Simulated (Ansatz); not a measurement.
## Ansatz (development build ahead of 0.2.0) run

```yaml
crystal:
  periodic: [false, false, false]
  atoms:
    - { symbol: Zn, position_ang: [0.0, 0.0, 0.0] }
    - { symbol: O, position_ang: [0.0, 0.0, 1.705] }
basis:
  gaussian: { orbitals: cc-pVTZ }
magnetization:
  spin_polarized: true
hamiltonian:
  xc: hf
correlation:
  method: bccd_t
  frozen_orbitals: { O: 1, Zn: 5 }
```

The input is written out in the form of the current development build from the run's settings.

Output:

```json
{"Converged": "yes", "Reference energy (starting determinant)": "-1852.58676 hartree", "Correlation energy": "-1.10114 hartree", "Total energy": "-1853.68790 hartree"}
```
